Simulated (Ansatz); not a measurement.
Steps of a relaxation of C₂F₃O₂− (`O=C([O-])C(F)(F)F`) with RKS PBE0-D4/def2-TZVPD.

```sh
$ ansatz run in.yaml --threads 2 --pin off --events-out ev --progress --plain --max-ram 32768MiB --backend cuda --devices 0, --max-vram 18GiB
```

```yaml
crystal:
  periodic: [false, false, false]
  atoms:
    - {symbol: O, position_ang: [1.648880, -0.898490, 0.134040]}
    - {symbol: C, position_ang: [0.491210, -0.775500, 0.495450]}
    - {symbol: O, position_ang: [-0.225370, -1.359040, 1.290070]}
    - {symbol: C, position_ang: [-0.286450, 0.458020, -0.281810]}
    - {symbol: F, position_ang: [0.505400, 1.529410, -0.541530]}
    - {symbol: F, position_ang: [-1.348790, 0.961960, 0.395980]}
    - {symbol: F, position_ang: [-0.784880, 0.083640, -1.492210]}
basis:
  gaussian: {orbitals: def2-TZVPD}
total_charge: -1
hamiltonian: {xc: pbe0, dispersion: d4}
relax: {f_tol: 0.005, max_steps: 150}
```

Positions (Å) and forces (eV/Å) along the path, 20 of 29 steps:

```xyz
7
step=1 energy=-14312.8316 eV
O     1.649   -0.898    0.134    0.885   -0.119   -0.310
C     0.491   -0.775    0.495   -0.782    1.267   -0.722
O    -0.225   -1.359    1.290   -0.543   -0.496    0.596
C    -0.286    0.458   -0.282    0.072   -0.025    0.185
F     0.505    1.529   -0.542   -0.046   -0.290    0.106
F    -1.349    0.962    0.396    0.268   -0.214   -0.059
F    -0.785    0.084   -1.492    0.147   -0.123    0.204
7
step=2 energy=-14312.8701 eV
O     1.643   -0.889    0.112    0.355   -0.055    0.030
C     0.484   -0.750    0.495   -0.622    0.637   -0.724
O    -0.242   -1.356    1.279   -0.075   -0.174    0.308
C    -0.283    0.459   -0.274    0.187   -0.160    0.287
F     0.513    1.522   -0.536   -0.102   -0.148    0.042
F    -1.344    0.954    0.402    0.171   -0.081   -0.103
F    -0.770    0.060   -1.479    0.086   -0.019    0.160
7
step=3 energy=-14312.8782 eV
O     1.637   -0.854    0.100   -0.362   -0.275    0.062
C     0.452   -0.736    0.452    0.282    0.282    0.584
O    -0.258   -1.329    1.279    0.290   -0.100   -0.345
C    -0.276    0.448   -0.264   -0.004   -0.136   -0.080
F     0.528    1.499   -0.519   -0.116    0.031    0.005
F    -1.330    0.936    0.415    0.021    0.088   -0.080
F    -0.754    0.037   -1.463   -0.112    0.110   -0.146
7
step=7 energy=-14312.8682 eV rejected
O     1.566   -0.994   -0.051   -1.147    0.200    0.630
C     0.457   -0.734    0.475    0.308   -0.515    0.306
O    -0.173   -1.229    1.439    0.752    0.517   -1.060
C    -0.285    0.451   -0.268    0.037   -0.132   -0.012
F     0.497    1.548   -0.406   -0.162   -0.172    0.007
F    -1.413    0.874    0.338    0.170   -0.043   -0.137
F    -0.649    0.084   -1.527    0.042    0.144    0.266
7
step=8 energy=-14312.8954 eV
O     1.626   -0.889    0.085   -0.003   -0.001   -0.002
C     0.463   -0.730    0.473    0.001    0.004    0.000
O    -0.238   -1.330    1.295   -0.001    0.001    0.001
C    -0.278    0.451   -0.266    0.002   -0.005    0.003
F     0.515    1.513   -0.510    0.000    0.001    0.001
F    -1.344    0.936    0.398    0.000   -0.001   -0.002
F    -0.744    0.049   -1.474    0.001    0.001    0.000
7
step=9 energy=-14312.8941 eV rejected
O     1.594   -0.944    0.015   -0.306    0.042    0.144
C     0.461   -0.733    0.474    0.041   -0.107    0.054
O    -0.204   -1.276    1.369    0.213    0.146   -0.248
C    -0.281    0.450   -0.267    0.017   -0.032   -0.004
F     0.506    1.532   -0.456   -0.051   -0.064    0.005
F    -1.380    0.903    0.366    0.059   -0.028   -0.046
F    -0.696    0.068   -1.502    0.027    0.043    0.094
7
step=10 energy=-14312.8955 eV
O     1.618   -0.902    0.068   -0.023   -0.004    0.002
C     0.462   -0.731    0.472    0.004    0.010    0.016
O    -0.230   -1.317    1.313    0.014    0.007   -0.019
C    -0.278    0.450   -0.266    0.003   -0.010    0.001
F     0.513    1.518   -0.497   -0.003   -0.005    0.001
F    -1.352    0.928    0.390    0.003   -0.003   -0.005
F    -0.733    0.053   -1.481    0.002    0.005    0.005
7
step=11 energy=-14312.8952 eV rejected
O     1.601   -0.930    0.032   -0.121    0.038    0.086
C     0.462   -0.729    0.476   -0.011   -0.102   -0.060
O    -0.214   -1.291    1.347    0.100    0.078   -0.066
C    -0.280    0.450   -0.266    0.016   -0.002    0.011
F     0.508    1.527   -0.471   -0.020   -0.020   -0.001
F    -1.370    0.912    0.375    0.020   -0.010   -0.020
F    -0.707    0.061   -1.493    0.016    0.018    0.050
7
step=12 energy=-14312.8956 eV
O     1.610   -0.915    0.051   -0.041   -0.001    0.013
C     0.461   -0.731    0.473    0.002    0.000    0.014
O    -0.221   -1.303    1.330    0.031    0.017   -0.033
C    -0.279    0.450   -0.266    0.004   -0.011   -0.001
F     0.511    1.522   -0.484   -0.008   -0.010    0.002
F    -1.361    0.920    0.382    0.007   -0.005   -0.009
F    -0.720    0.058   -1.487    0.005    0.009    0.014
7
step=13 energy=-14312.8957 eV
O     1.600   -0.929    0.033   -0.063    0.006    0.033
C     0.461   -0.731    0.473   -0.003   -0.023    0.003
O    -0.212   -1.289    1.348    0.053    0.033   -0.048
C    -0.280    0.450   -0.266    0.003   -0.007   -0.004
F     0.508    1.526   -0.470   -0.013   -0.015    0.003
F    -1.370    0.911    0.374    0.014   -0.007   -0.012
F    -0.708    0.063   -1.494    0.009    0.012    0.026
7
step=15 energy=-14312.8959 eV
O     1.588   -0.948    0.011   -0.083    0.012    0.052
C     0.460   -0.731    0.474   -0.006   -0.051    0.006
O    -0.199   -1.270    1.371    0.077    0.048   -0.070
C    -0.281    0.449   -0.266   -0.004    0.002   -0.011
F     0.505    1.531   -0.451   -0.015   -0.017    0.004
F    -1.382    0.899    0.364    0.019   -0.007   -0.014
F    -0.691    0.070   -1.502    0.011    0.013    0.034
7
step=16 energy=-14312.8961 eV
O     1.579   -0.959   -0.003   -0.063    0.007    0.040
C     0.459   -0.731    0.473    0.000   -0.050    0.021
O    -0.190   -1.256    1.385    0.064    0.035   -0.060
C    -0.281    0.447   -0.266   -0.013    0.011   -0.016
F     0.502    1.533   -0.439   -0.008   -0.008    0.003
F    -1.388    0.891    0.357    0.012   -0.003   -0.009
F    -0.681    0.075   -1.507    0.008    0.008    0.022
7
step=17 energy=-14312.8964 eV
O     1.565   -0.978   -0.023   -0.041    0.004    0.027
C     0.458   -0.731    0.472    0.007   -0.058    0.039
O    -0.176   -1.235    1.407    0.049    0.028   -0.052
C    -0.282    0.446   -0.267   -0.021    0.022   -0.019
F     0.498    1.537   -0.420   -0.002    0.001    0.002
F    -1.399    0.878    0.346    0.004    0.000   -0.004
F    -0.664    0.082   -1.515    0.004    0.003    0.008
7
step=19 energy=-14312.8966 eV
O     1.548   -1.001   -0.047   -0.059    0.010    0.033
C     0.457   -0.732    0.472    0.015   -0.061    0.048
O    -0.157   -1.210    1.434    0.053    0.036   -0.073
C    -0.284    0.445   -0.268   -0.015    0.017   -0.016
F     0.493    1.543   -0.397   -0.007   -0.007    0.001
F    -1.412    0.863    0.333    0.009   -0.003   -0.007
F    -0.644    0.092   -1.525    0.004    0.007    0.013
7
step=23 energy=-14312.8969 eV
O     1.526   -1.031   -0.074    0.001    0.000   -0.002
C     0.456   -0.734    0.472   -0.002   -0.001    0.001
O    -0.133   -1.178    1.463    0.000    0.000    0.001
C    -0.286    0.443   -0.270    0.008   -0.012    0.008
F     0.485    1.549   -0.370    0.000    0.007   -0.003
F    -1.427    0.845    0.316   -0.005    0.003    0.000
F    -0.621    0.106   -1.537   -0.002    0.002   -0.006
7
step=25 energy=-14312.8970 eV
O     1.508   -1.054   -0.095   -0.025    0.005    0.016
C     0.455   -0.735    0.471    0.006   -0.013    0.011
O    -0.113   -1.153    1.486    0.018    0.013   -0.032
C    -0.287    0.441   -0.271    0.002   -0.003    0.004
F     0.479    1.554   -0.349   -0.005   -0.003   -0.001
F    -1.439    0.830    0.303    0.003    0.000   -0.002
F    -0.603    0.117   -1.546    0.001    0.002    0.003
7
step=26 energy=-14312.8970 eV
O     1.512   -1.049   -0.090   -0.005    0.001    0.004
C     0.456   -0.735    0.471    0.001   -0.003    0.002
O    -0.118   -1.159    1.480    0.004    0.003   -0.007
C    -0.286    0.442   -0.271    0.001   -0.001    0.002
F     0.480    1.553   -0.354   -0.002    0.000   -0.001
F    -1.436    0.833    0.307    0.001    0.000   -0.001
F    -0.607    0.114   -1.544    0.000    0.001    0.000
7
step=27 energy=-14312.8970 eV
O     1.510   -1.052   -0.092   -0.002   -0.001    0.000
C     0.455   -0.735    0.471    0.003    0.004    0.000
O    -0.116   -1.156    1.483   -0.001   -0.001   -0.001
C    -0.287    0.442   -0.271    0.001   -0.001    0.001
F     0.479    1.554   -0.352   -0.001   -0.001    0.000
F    -1.438    0.832    0.305    0.001    0.000    0.000
F    -0.605    0.115   -1.545    0.000    0.000    0.000
7
step=28 energy=-14312.8969 eV rejected
O     1.503   -1.062   -0.100    0.006    0.008    0.003
C     0.456   -0.734    0.472   -0.010   -0.019   -0.018
O    -0.108   -1.146    1.491    0.000    0.005    0.011
C    -0.287    0.441   -0.271    0.003    0.003    0.005
F     0.476    1.556   -0.343    0.002    0.004   -0.001
F    -1.442    0.826    0.300   -0.001    0.000    0.001
F    -0.598    0.119   -1.548    0.000   -0.002    0.000
7
step=29 energy=-14312.8970 eV
O     1.508   -1.054   -0.094   -0.001    0.000    0.000
C     0.455   -0.735    0.471    0.001    0.000   -0.001
O    -0.114   -1.153    1.485    0.000    0.000    0.000
C    -0.287    0.441   -0.271    0.001   -0.001    0.001
F     0.479    1.554   -0.349    0.000    0.000    0.000
F    -1.439    0.830    0.304    0.000    0.000    0.000
F    -0.603    0.117   -1.546    0.000    0.000   -0.001
```

Run time 57 s (2 threads of an AMD EPYC 7R13 on a shared host and a share of an NVIDIA H100 80 GB); peak host memory 0.88 GiB.
